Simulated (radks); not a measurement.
The numbers below are computed, except where a source is named.
Q: Species: the phosphorus ion P9+. Configuration: [He] 2s2 2p2. Code: a radial shooting solver on a logarithmic mesh with Libxc functionals. Model: scalar-relativistic Kohn-Sham, r2SCAN, spin-polarised, spherical densities, finite nucleus; open shells are filled with parallel spins first; meta-GGA in the generalised Kohn-Sham scheme; Fermi nuclear charge, rms radius 3.1889 fm. Some entries of the table are withheld. Estimate them.

orbital  occ.  eigenvalue (eV)  <r^2> (bohr^2)
1s up       1        -2435.031         0.01434
1s down     1        -2427.667         0.01421
2s up       1        -442.0703          0.2500
2s down     1        -427.7044          0.2575
2p up       2        -401.3038             (1)
2p down     0        -384.0708             (2)

A: 
(1) 2p up <r^2> (bohr^2): 0.2032
(2) 2p down <r^2> (bohr^2): 0.2122
